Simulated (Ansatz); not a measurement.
The first iterations of a band of Cl$_{2}$H$_{4}$InN (8 atoms, charge 0, multiplicity 1).

Method: RKS PBE/def2-SVP in Ansatz.

```yaml
movable_images: 5
climbing_image: yes
spring: 5.0 eV/Å²
optimiser: quadratic models (default)
start_path: through a guess of the saddle point
force_threshold: 0.05 eV/Å
iteration_limit: 60
end_points: relaxed
```

Initial state:

```xyz
8
Properties=species:S:1:pos:R:3
In -0.140 0.347 -1.183
H 1.262 0.721 -2.115
Cl -1.322 -1.723 -1.469
Cl -1.566 2.073 -0.315
H 1.410 -0.302 1.320
N 0.429 -0.278 1.012
H 0.019 -1.216 1.137
H -0.092 0.379 1.613
```

Final state:

```xyz
8
Properties=species:S:1:pos:R:3
In -1.255 0.039 -0.408
H 2.686 0.400 -0.724
Cl -1.913 -1.649 -1.917
Cl -2.160 2.188 -0.756
H 2.067 0.229 -0.300
N -0.203 -0.406 1.292
H 0.442 -1.197 1.166
H 0.336 0.395 1.647
```

| iteration | highest image above the first end (eV) | largest band force component (eV/Å) |
| --- | --- | --- |
| 1 | 2.768 | 5.138 |
| 2 | 1.844 | 1.331 |
| 3 | 2.033 | 0.542 |

Task: Does the band converge within its limit, and where does its top end?

Result: The run converged. It ended after 10 iterations with the highest image 1.953 eV above the first end. Neighbouring images differ by up to 1.5 eV, so the band resolves the path poorly. A vibrational analysis at the climbing image gives one clearly imaginary mode, 1041i cm⁻¹: a first-order saddle point. The orbitals stay closed-shell, which can raise the energy where a bond breaks towards radicals; this wasn't checked here.

Run time: 83 s on 2 threads of Arm Neoverse V2, on a shared host, peak memory 0.14 GiB.
